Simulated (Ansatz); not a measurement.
Mulliken charges of `N#C[Si](N)(N)Cl` from ωB97M-V/def2-TZVPP in Ansatz (PBE0-D4/def2-TZVP geometry).

```json
{"atom": "N1", "x (Å)": "1.199", "y (Å)": "-1.734", "z (Å)": "2.108", "charge (e)": "-0.031"}
{"atom": "C2", "x (Å)": "0.628", "y (Å)": "-1.041", "z (Å)": "1.386", "charge (e)": "-0.250"}
{"atom": "Si3", "x (Å)": "-0.254", "y (Å)": "0.085", "z (Å)": "0.202", "charge (e)": "0.631"}
{"atom": "N4", "x (Å)": "-0.530", "y (Å)": "-0.896", "z (Å)": "-1.139", "charge (e)": "-0.338"}
{"atom": "N5", "x (Å)": "0.585", "y (Å)": "1.472", "z (Å)": "-0.260", "charge (e)": "-0.340"}
{"atom": "Cl6", "x (Å)": "-1.874", "y (Å)": "0.750", "z (Å)": "1.266", "charge (e)": "-0.198"}
{"atom": "H7", "x (Å)": "-0.958", "y (Å)": "-0.529", "z (Å)": "-1.974", "charge (e)": "0.132"}
{"atom": "H8", "x (Å)": "-0.667", "y (Å)": "-1.888", "z (Å)": "-1.039", "charge (e)": "0.131"}
{"atom": "H9", "x (Å)": "0.542", "y (Å)": "2.317", "z (Å)": "0.284", "charge (e)": "0.131"}
{"atom": "H10", "x (Å)": "1.412", "y (Å)": "1.413", "z (Å)": "-0.831", "charge (e)": "0.132"}
```

By hand: the dipole of these point charges (1 e Å = 4.8032 D).

Σ q r = (0.040, 0.194, -0.531) e Å, of length 0.567 e Å = 2.72 D.

How does the dipole of the full density compare? (An estimate is asked.)

Ansatz gave: (-0.111, 0.400, -0.786) e Å, 4.27 D; the point charges give 0.64 times that, at 13° from its direction.

Point charges leave out the atoms' own dipoles, such as those of lone pairs, and Mulliken's split depends on the basis, so the two needn't agree.
